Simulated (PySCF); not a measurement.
CHO₃, charge -1, singlet, geometry from GFN2-xTB. Base run: HF/cc-pVDZ (PySCF).

Geometry (Å):
```xyz
5

O      1.1339    -0.5955     0.0601
C     -0.1720     0.0462    -0.0105
O     -0.1175     1.2735     0.0331
O     -1.1081    -0.7290    -0.1013
H      1.7654     0.1303     0.1279
```
Charge -1, spin multiplicity 1.
All else is at PySCF's defaults.
Base energy -263.10068 Eh.

Each row names what was changed in the base input (with any setting that the change needs).

```json
[
 {"change": "base", "ΔE vs base (µEh)": "0.0", "SCF cycles": "10"},
 {"change": "DIIS = ADIIS", "ΔE vs base (µEh)": "0.0", "SCF cycles": "16"},
 {"change": "init_guess = atom", "ΔE vs base (µEh)": "0.0", "SCF cycles": "10"},
 {"change": "level_shift = 0.5 (with mf.max_cycle = 100)", "ΔE vs base (µEh)": "0.0", "SCF cycles": "14"},
 {"change": "solver = newton; init_guess = 1e", "ΔE vs base (µEh)": "0.0", "SCF cycles": "-"},
 {"change": "init_guess = sap", "ΔE vs base (µEh)": "0.0", "SCF cycles": "10"},
 {"change": "DIIS = EDIIS", "ΔE vs base (µEh)": "0.0", "SCF cycles": "38"},
 {"change": "conv_tol_grad = 1e-7", "ΔE vs base (µEh)": "0.0", "SCF cycles": "15"},
 {"change": "conv_tol = 1e-4", "ΔE vs base (µEh)": "3.8", "SCF cycles": "5"},
 {"change": "conv_tol_grad = 1e-3", "ΔE vs base (µEh)": "0.0", "SCF cycles": "10"},
 {"change": "diis = off (with mf.max_cycle = 100)", "ΔE vs base (µEh)": "0.0", "SCF cycles": "29"},
 {"change": "init_guess = mod_huckel", "ΔE vs base (µEh)": "0.0", "SCF cycles": "10"},
 {"change": "init_guess = huckel", "ΔE vs base (µEh)": "0.0", "SCF cycles": "10"}
]
```
